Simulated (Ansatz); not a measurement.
System: BH₂, net charge 1, singlet state. 
Coordinates optimised at B3LYP-D3(BJ)/def2-TZVP (Ansatz, a program for electronic structure):
```xyz
3

B      0.0000     0.0000     0.0000
H      0.0000     0.0000     1.1744
H      0.0000     0.0000    -1.1744
```
Charge +1, spin multiplicity 1.

Parts of the frozen-core correlation energy in cc-pVDZ (Ansatz, hartree). Frozen orbitals: 1; correlated occupied orbitals by spin: 2 and 2; virtual: 21 and 21. Spin-orbit coupling is left out. No relativistic terms.

| term | value |
|---|---|
| reference (HF) | -25.47184 |
| MP2 opposite-spin | [?] |
| MP2 same-spin | -0.00234 |
| CCSD correlation | [?] |
| (T) | [?] |
| FCI minus CCSD(T) | -0.00026 |
| CCSDT minus CCSD(T) | -0.00023 |
| CCSDT(Q) minus CCSD(T) | -0.00025 |
| T1 diagnostic | 0.006 |
| largest doubles amplitude | 0.061 |

Question: Some entries are withheld; supply them.

Answer: 
- MP2 opposite-spin, value: -0.05281
- CCSD correlation, value: -0.07306
- (T), value: -0.00065
